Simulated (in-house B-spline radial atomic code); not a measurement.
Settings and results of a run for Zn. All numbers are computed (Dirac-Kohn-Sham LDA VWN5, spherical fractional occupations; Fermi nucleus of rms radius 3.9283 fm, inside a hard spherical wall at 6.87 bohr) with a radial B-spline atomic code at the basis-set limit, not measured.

Command:
```bash
python run_scf.py task.json out
```
Settings (nuclear radius in fm, mass in u):
```
Z                30
configuration    [Ar] 3d10 4s2
hamiltonian      dirac
method           lda,vwn
spin_polarised   False
nucleus          fermi
rms_radius       3.9283
atomic_mass      63.92914
speed_of_light   137.035999084
wall_radius      6.87
```

Output (hartree, bohr):
```
 radial grid: 65 intervals, B-splines of order 8, outer radius 6.87 bohr

 iter        energy (Eh)    residual
    1       -1792.748783    2.99e-01
    2       -1793.238849    8.15e-02
    3       -1793.306710    4.04e-02
    4       -1793.336257    3.87e-02
    5       -1792.978143    1.05e-01
    6       -1793.380218    8.66e-03
    7       -1793.383664    8.01e-04
    8       -1793.383683    8.06e-05
    9       -1793.383684    6.69e-07
   10       -1793.383684    7.45e-08

 total energy                     -1793.38368
 kinetic                            1825.9796
 electron-nucleus                  -4329.7084
 Hartree                             779.1923
 exchange-correlation                -68.8471

 first-order corrections (not in the total)
   Gaunt                             0.8375
   retardation                      -0.0771
   frequency dependence             -0.0026
   self-energy                       0.5587
   Uehling                          -0.0514
   Wichmann-Kroll                    0.0004

 orbital      occ     eigenvalue          <r>       <r^2>       <1/r>     <1/r^2>     <1/r^3>       r_max    small
 1s1/2      2.000      -349.2750    0.0503798  0.00341452     30.1812     1878.46           -     0.03296  1.17e-02
 2s1/2      2.000       -42.4629     0.226394   0.0605305     6.60815      186.88           -      0.1897  2.23e-03
 2p1/2      2.000       -37.4400     0.196104   0.0472654     6.57332     60.9696           -      0.1502  2.22e-03
 2p3/2      4.000       -36.5646     0.199522   0.0487954     6.41618     56.4066     768.283       0.153  2.18e-03
 3s1/2      2.000        -4.7154     0.682194    0.538474     2.09509       28.79           -      0.5887  4.98e-04
 3p1/2      2.000        -3.1251     0.706668    0.591021     1.96417     8.87305           -      0.5865  4.51e-04
 3p3/2      4.000        -3.0119     0.717688     0.60963     1.92555     8.20414     99.9664      0.5948  4.40e-04
 3d3/2      4.000        -0.3810     0.907287     1.12016     1.51769     3.20586     9.66343      0.5617  2.96e-04
 3d5/2      6.000        -0.3679     0.916018       1.144     1.50534     3.15372     9.39259      0.5648  2.92e-04
 4s1/2      2.000        -0.2190        2.557     7.52062    0.505137     1.84247           -       2.077  4.00e-05
```

Cost of the run: 0.78 s on 1 thread of Arm Neoverse V2, on a shared host.

For the Dirac Hamiltonian the kinetic term is c α·p + (β - 1)c².
